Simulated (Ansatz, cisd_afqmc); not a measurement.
Species: CH₃N, charge 0, singlet. CH3N (SMILES C=N).
B3LYP-D3(BJ)/def2-TZVP minimum from Ansatz (a first-principles code):
```
C
N 1 1.2631
H 2 1.0217 1 111.31
H 1 1.0903 2 118.89 3 -180.00
H 1 1.0949 4 116.21 2 -180.00
```

Total energies in cc-pVDZ, 12 correlated electrons, 2 frozen orbitals. UHF or UKS for unpaired electrons; spin-orbit terms are left out. Correlated methods leave the cores frozen. No relativity. AFQMC is phaseless with a CISD trial state; ± is one standard error, without the phaseless bias. Outlying blocks are dropped, and bars are widened where a walk drifts. Over all cases where full CI ran beside it in this data, AFQMC minus full CI had a median of +0.1 mEh and passed +0.4 mEh in a tenth of the cases.

```
method         program        energy (Eh)  minus CCSDTQ (mEh)
----------  ----------  -----------------  ------------------
HF              Ansatz          -94.03930              335.96
MP2             Ansatz          -94.34020               35.06
CCSD            Ansatz          -94.36360               11.66
CCSD(T)         Ansatz          -94.37400                1.26
CCSDT(Q)        Ansatz          -94.37535               -0.09
CCSDTQ          Ansatz          -94.37526                0.00
AFQMC/CISD  cisd_afqmc  -94.3750 ± 0.0004           0.3 ± 0.4
```

Rough core times of Ansatz's runs on a shared machine: CCSD(T) under 20 s, CCSDT(Q) under 20 s, CCSDTQ 10 min.
